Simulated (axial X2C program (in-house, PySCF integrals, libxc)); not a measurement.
## Outer orbitals of ZrSi at 2.523 Å, PBE0

Calculated with an axial X2C code built on PySCF integrals. Spin-free means the one-electron spin-free X2C Hamiltonian; two-component (2c) means X2C with spin–orbit coupling and atomic mean-field two-electron Coulomb and Gaunt terms, so the difference of the two also holds small scalar two-electron terms. Basis: Zr dyall-cv3z [11s12p9d6f3g], Si dyall-v3z [8s7p2d1f] (cores contracted in-house); Gaussian nuclei, density fitting, unrestricted open shells. Masses: Zr 89.905 u, Si 27.977 u.

The distance is close to the 2c PBE0 minimum; the highest filled and lowest empty levels are listed.

Spin-free orbitals, state M_S = 2, Λ = 2 (beyond evenly filled blocks: σα, π+α, π-α, δ+α) (Löwdin shares):

```tsv
symmetry	occupied	ε (eV)	atomic character
π+α	yes	-34.79	100% Zr p
σα	yes	-34.42	98% Zr p
π-α	yes	-34.27	100% Zr p
σβ	yes	-33.10	98% Zr p
π-β	yes	-33.00	100% Zr p
π+β	yes	-33.00	100% Zr p
σα	yes	-12.16	62% Si s, 12% Zr d, 12% Zr p
σβ	yes	-10.62	63% Si s, 12% Zr d, 10% Zr p
π+α	yes	-5.66	46% Si p, 40% Zr d, 7% Zr p
π-α	yes	-5.61	48% Si p, 39% Zr d, 7% Zr p
σα	yes	-5.58	56% Si p, 20% Zr s, 12% Zr d
σα	yes	-5.13	51% Zr d, 41% Zr s, 4% Si p
δ+α	yes	-4.97	99% Zr d
σβ	yes	-4.86	56% Si p, 19% Zr s, 15% Zr d
π-β	no	-2.42	49% Si p, 41% Zr d, 5% Zr p
π+β	no	-2.42	49% Si p, 41% Zr d, 5% Zr p
δ-α	no	-2.36	99% Zr d
σβ	no	-2.08	54% Zr s, 18% Zr p, 17% Zr d
```

Spinors with spin–orbit coupling (state Ω = 4):

```csv
ω,occupied,ε (eV),atomic character,λ mixture
-1/2,yes,-35.15,100% Zr p,"86% π, 14% σ"
1/2,yes,-34.91,98% Zr p,"72% σ, 28% π"
3/2,yes,-34.20,100% Zr p,100% π
1/2,yes,-33.06,99% Zr p,"72% π, 28% σ"
-1/2,yes,-32.76,98% Zr p,"86% σ, 14% π"
-3/2,yes,-32.39,100% Zr p,100% π
1/2,yes,-12.16,"62% Si s, 12% Zr d, 12% Zr p",100% σ
-1/2,yes,-10.62,"63% Si s, 12% Zr d, 10% Zr p",100% σ
3/2,yes,-5.64,"46% Si p, 41% Zr d, 6% Zr p",100% π
-1/2,yes,-5.63,"48% Si p, 39% Zr d, 7% Zr p",100% π
1/2,yes,-5.58,"56% Si p, 20% Zr s, 13% Zr d",100% σ
1/2,yes,-5.13,"50% Zr d, 42% Zr s, 4% Si p",100% σ
5/2,yes,-4.93,99% Zr d,100% δ
-1/2,yes,-4.86,"56% Si p, 19% Zr s, 15% Zr d",100% σ
1/2,no,-2.43,"49% Si p, 41% Zr d, 6% Zr p",100% π
-3/2,no,-2.43,"65% Zr d, 29% Si p, 3% Zr p","60% π, 40% δ"
-3/2,no,-2.38,"75% Zr d, 20% Si p, 2% Zr p","60% δ, 40% π"
-1/2,no,-2.08,"54% Zr s, 18% Zr p, 17% Zr d",100% σ
```

Mulliken charges and populations of the two-component result (they depend on the basis, above all on diffuse functions):

Zr 0.13 e (s 9.08 p 18.19 d 12.59 f 0.02), Si -0.13 e (s 5.84 p 8.23 d 0.06). ⟨Lz⟩ = 2.00 ħ and ⟨Sz⟩ = 2.00 ħ (1.40 and 0.60 on the two atoms), which add up to Ω.

Occupations by symmetry block were frozen at the best pattern of an incomplete PBE0 search. Density functionals use the spin component along the axis (collinear). Other states lie close and PBE0, whose exact exchange favours high spin, may order them wrongly; the determinant shown need not be the ground state. The nearest other spin-free determinant of the search, M_S = 1, Λ = 1, lies 0.37 eV up at the distance of the search. The functionals have no current-density term, which raises determinants with orbital currents, atoms included. With several unpaired electrons one determinant need not be a pure state. Open-shell Ω = 0 determinants with evenly filled partner blocks cannot be reached by this program, so the Ω shown need not be the lowest component.
